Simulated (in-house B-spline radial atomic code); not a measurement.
The numbers below are computed, except where a source is named.
Xe in an electron gas of r_s = 4: phase shifts, screening and friction

A nucleus sits in a uniform electron gas with a rigid positive background. The Kohn-Sham equations are solved self-consistently in the spin-unpolarised LDA (PW92), non-relativistic, on B-splines with outgoing waves at the boundary and partial waves to l = 8. The model has no lattice, no bands and no magnetic solution. Atomic units; δ_l are the phase shifts at the Fermi level, counted so that each bound state adds π, and good to about 0.0005.

The density parameter is r_s = 4 bohr.

| l | δ_l (rad) |
| --- | --- |
| 0 | 14.9916 |
| 1 | 12.2442 |
| 2 | 6.6274 |
| 3 | -0.0010 |
| 4 | -0.0034 |
| 5 | 0.0001 |
| 6 | -0.0001 |
| 7 | 0.0001 |
| 8 | 0.0000 |

Bound levels below the band bottom (hartree): s -6.557, p -4.943, d -2.166, s -0.5548, p -0.1939 and deeper ones.

**Question.** Check the Friedel sum rule, and say where the screening charge sits.

**Answer.** k_F = (9π/4)^(1/3)/r_s = 0.47979. The rule is Z = (2/π) Σ (2l + 1) δ_l. The terms are s 9.544, p 23.385, d 21.096, f -0.004 and -0.019 beyond, in all 54.001 against Z = 54. Bound states hold 10 s, 24 p, 20 d electrons, so the scattering states carry 0.00 in all; where a term is smaller than its bound count, the bound level has drawn weight out of the band.

**Question.** Find the transport cross section and the electronic stopping of a 2 keV Xe ion (mass 131.29 u).

**Answer.** σ_tr = (4π/k_F²) Σ (l + 1) sin²(δ_l − δ_(l+1)). The terms for l = 0 to 3 are 0.1475, 0.7642, 0.3435, 0.0000, all together 1.2553, so σ_tr = 54.589 × 1.2553 = 68.529 bohr². With n = 3/(4π r_s³) = 0.00373, the friction coefficient is Q = n k_F σ_tr = 0.1226. For v well below v_F = 0.480, dE/dx = Q v; with 24801 eV per u at v = 1, v = √(2000/(24801 × 131.29)) = 0.0248, so dE/dx = 0.00304 hartree/bohr = 1.56 eV/nm. The largest term couples the p and d waves.
